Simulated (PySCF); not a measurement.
Molecule: SMILES O=C1COC[C@@]1(F)CCl, C₅H₆ClFO₂.

Geometry (Å), atoms numbered from 1 in this order:
```xyz
15

O    -0.7918    1.6831   -1.3492
C    -0.7671    0.7699   -0.5817
C    -1.8013   -0.3052   -0.3614
O    -1.4378   -1.0061    0.8019
C    -0.0375   -0.9069    0.9773
C     0.3939    0.4370    0.3899
F     0.4304    1.4063    1.3827
C     1.7469    0.4744   -0.3099
Cl    1.7692   -0.6806   -1.6562
H    -1.8013   -0.9639   -1.2453
H    -2.8047    0.1053   -0.2318
H     0.4730   -1.7245    0.4511
H     0.1678   -0.9668    2.0467
H     2.5467    0.2128    0.3836
H     1.9091    1.4731   -0.7196
```

Frames of a GFN2-xTB Langevin trajectory at 300 K; GIAO PBE0/pcSseg-1 shieldings in PySCF 2.14, gas phase, non-relativistic; equivalent atoms averaged within each frame.

δ = σ(ref) − σ, references computed at the same level: H2O for 17O (σ = 336.08 ppm); TMS for 13C (σ = 186.93 ppm) and 1H (σ = 31.72 ppm); 19F (σ = 170.95 ppm) vs CFCl3; HCl for 35Cl (σ = 949.78 ppm). The references are static minima.

**Question.** How do the shifts (ppm) fluctuate along the trajectory?

**Answer.** 
| time (fs) | O1 | O4 | C2 | C6 | C5 | C3 | C8 | F7 | Cl9 | H10 |
| --- | --- | --- | --- | --- | --- | --- | --- | --- | --- | --- |
| optimised geometry | 652.0 | 10.7 | 217.6 | 95.3 | 76.5 | 75.9 | 46.1 | -176.6 | 66 | 4.10 |
| 250 | 612.1 | 27.3 | 211.7 | 97.9 | 77.0 | 74.8 | 42.9 | -180.2 | 57 | 5.37 |
| 425 | 683.4 | 25.7 | 222.0 | 97.4 | 78.7 | 81.3 | 46.0 | -154.4 | 50 | 5.37 |
| 625 | 688.1 | 12.7 | 214.3 | 93.2 | 76.9 | 81.0 | 42.9 | -159.9 | 43 | 5.14 |
| 800 | 626.4 | 23.2 | 207.8 | 101.4 | 78.6 | 72.1 | 41.8 | -143.5 | 79 | 4.81 |
| 1000 | 624.1 | 24.7 | 217.7 | 100.8 | 71.9 | 74.4 | 46.9 | -195.3 | 41 | 4.93 |
| mean of frames | 646.8 | 22.7 | 214.7 | 98.2 | 76.6 | 76.7 | 44.1 | -166.7 | 54 | 5.12 |
| standard deviation | 36.0 | 5.8 | 5.4 | 3.2 | 2.8 | 4.2 | 2.2 | 20.8 | 15 | 0.25 |

5 frames give an uncertainty of the mean of about the standard deviation over 2.2 at best, since frames this close in time may not be independent; classical motion lacks zero-point vibration, and the reference would need the same averaging.
